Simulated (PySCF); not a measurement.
F₃GeHS, SMILES [F][Ge]([F])([F])[SH]. Atoms are numbered in the order given.

```xyz
6

F     -0.8823    -1.1394    -1.1357
Ge    -0.2460     0.0427    -0.0579
F     -0.4725     1.5395    -0.8778
F     -1.2638     0.0635     1.3262
S      1.8241    -0.3303     0.5484
H      2.2550    -0.2539    -0.7347
```
Charge 0, spin multiplicity 1.

The structure is a stationary point at B3LYP-D3(BJ)/def2-SVP. This is a generated structure with no PubChem entry under its InChIKey; it may be hypothetical. The values are those of a single conformer.

All values below come from B3LYP/def2-TZVP run with PySCF.

Isolated molecule, no solvent.

Computed frontier levels, gap, dipole moment and polarisability:
highest occupied level: -8.63 eV
lowest empty level: -2.02 eV
orbital gap: 6.61 eV
dipole moment: 2.66 D
quadrupole, principal values (traceless, Buckingham form, about the centre of nuclear charge): -4.22, -1.62, 5.84 D·Å
mean static polarisability: 43.6 bohr³ (6.46 Å³)
polarisability, principal values: 36.3, 40.1, 54.4 bohr³
